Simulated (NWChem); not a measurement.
Species: CH$_{5}$ClFNSi; SMILES [Si@@H](CN)(F)Cl

```xyz
10

N     -0.4523     2.6231    -0.0233
C     -0.9174     1.2516    -0.3166
Si     0.2242    -0.0766     0.3710
F      1.6885     0.1326    -0.2777
Cl    -0.4228    -1.9896    -0.1021
H     -0.3902     2.7774     0.9817
H      0.4811     2.7712    -0.4030
H     -1.0152     1.1407    -1.4035
H     -1.9307     1.1302     0.0862
H      0.3784     0.0099     1.8425
```
Atoms are numbered in this order, from 1.

Results from NWChem. Pople sets run with spherical d functions. The geometry was optimised at B3LYP/6-31G* (spherical d). Level MN15/6-31G*: energy and gradient on several grids; changes count from the extra-fine grid, which is no exact limit either.

Problem. Which is the coarsest grid (xcoarse; xfine; fine; coarse; medium) from which on the energy stays within 500 μHa and each gradient component within 500 μHa/bohr of xfine?

Solution. medium.
```
grid     size of the energy change (μHa)  largest change of a gradient component (μHa/bohr)  time, medium = 1 (rough)
-------  -------------------------------  -------------------------------------------------  ------------------------
xcoarse                             1000                                               2000                   about 1
coarse                              1000                                                500                   about 1
medium                                10                                                100                   about 1
fine                                < 10                                               < 30                   about 1
xfine                               < 10                                               < 30                         2
```
